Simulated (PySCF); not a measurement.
# Radial density of Ne⁶⁺ (neon, charge +6)

UHF, [He] 2s2, closed-shell 1S. Calculation: PySCF 2.14, in an uncontracted even-tempered set (18 s from 0.56 bohr⁻², ratio 2.2; 9 p from 0.95 bohr⁻², ratio 2.4; 6 d from 2.8 bohr⁻², ratio 2.4; 5 f from 4.3 bohr⁻², ratio 2.4; 5 g from 6.4 bohr⁻², ratio 2.4); no relativity, point nucleus.

```json
{"r (bohr)": "0.00210", "4πr²ρ (e/bohr)": "0.03435"}
{"r (bohr)": "0.00354", "4πr²ρ (e/bohr)": "0.09444"}
{"r (bohr)": "0.00595", "4πr²ρ (e/bohr)": "0.2546"}
{"r (bohr)": "0.0100", "4πr²ρ (e/bohr)": "0.6642"}
{"r (bohr)": "0.0168", "4πr²ρ (e/bohr)": "1.639"}
{"r (bohr)": "0.0283", "4πr²ρ (e/bohr)": "3.688"}
{"r (bohr)": "0.0476", "4πr²ρ (e/bohr)": "7.099"}
{"r (bohr)": "0.0801", "4πr²ρ (e/bohr)": "10.51"}
{"r (bohr)": "0.135", "4πr²ρ (e/bohr)": "9.989"}
{"r (bohr)": "0.227", "4πr²ρ (e/bohr)": "4.649"}
{"r (bohr)": "0.381", "4πr²ρ (e/bohr)": "2.281"}
{"r (bohr)": "0.641", "4πr²ρ (e/bohr)": "3.133"}
{"r (bohr)": "1.08", "4πr²ρ (e/bohr)": "0.9677"}
{"r (bohr)": "1.81", "4πr²ρ (e/bohr)": "0.02491"}
{"r (bohr)": "3.05", "4πr²ρ (e/bohr)": "1.798e-05"}
```
